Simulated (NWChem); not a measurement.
**Ionisation of Cl3Ge**

```xyz
4

Cl    -1.0257    -0.2978     1.7797
Ge    -0.0028     0.4647     0.0000
Cl    -1.0257    -0.2978    -1.7797
Cl     2.0567    -0.2792     0.0000
```
Charge 0, spin multiplicity 2.

All runs are NWChem calculations. All single points use one geometry, from UB3LYP/def2-SVP, a minimum by its harmonic frequencies.

Basis set: def2-TZVP. The species with one electron less has spin multiplicity 1 and keeps the geometry of the parent. Δ marks differences of total energies (open shells unrestricted). −ε marks an orbital energy of the parent. That orbital need not have the symmetry of the hole or added electron in the Δ rows. That singlet is a closed-shell solution.

The Hamiltonian is non-relativistic. B3LYP has NWChem's definition, with VWN1-RPA local correlation. The structure started from a generated list of species. The unpaired electrons of the parent sit in orbitals of symmetry a' (Cs labels of the run); other states weren't searched. No SCF solution was tested for a lower state. Open-shell Hartree-Fock references start from PBE0 orbitals.

Order these methods by the first vertical ionisation energy they give, lowest first: −ε(alpha HOMO) of PBE, −ε(alpha HOMO) of B3LYP, −ε(alpha HOMO) of r2SCAN, −ε(alpha HOMO) of HF, ΔB3LYP.

−ε(alpha HOMO) of PBE (6.54 eV), −ε(alpha HOMO) of r2SCAN (6.97 eV), −ε(alpha HOMO) of B3LYP (7.46 eV), ΔB3LYP (9.71 eV), −ε(alpha HOMO) of HF (10.67 eV)
